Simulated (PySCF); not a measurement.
AlI$_{3}$ (SMILES [I][Al]([I])[I]), singlet, geometry from GFN2-xTB (such geometries of metal compounds can be far from the true shape) (core potentials on I). Base run: DF-PBE/def2-SV(P) in PySCF.

Here is a job for PySCF.
```python
from pyscf import gto, scf, dft

mol = gto.Mole()
mol.atom = '''
    Al   -0.000000   -0.000000   -0.000000
    I    -2.057117   -1.441313   -0.052762
    I     0.006594    2.223068   -1.170395
    I     2.050523   -0.781755    1.223156
'''
mol.basis = 'def2-sv(p)'
mol.ecp = {'I': 'def2-sv(p)'}
mol.charge = 0
mol.spin = 0
mol.verbose = 4
mol.symmetry = True
mol.build()

mf = dft.RKS(mol)
mf.xc = 'pbe'
mf = mf.density_fit(auxbasis='def2-universal-jkfit')
mf.kernel()
mf.analyze()
```

Each row names what was changed in the base input (with any setting that the change needs).

```
change                     ΔE vs base (eV)  point group used  SCF cycles        outcome
-------------------------  ---------------  ----------------  ----------  -------------
base                                  0.00                Cs          10      converged
irrep_nelec = A':60 A":28             9.87                Cs          21      converged
irrep_nelec = A':64 A":24                -                 -          50  not converged
symmetry = off                        0.00                C1          10      converged
```
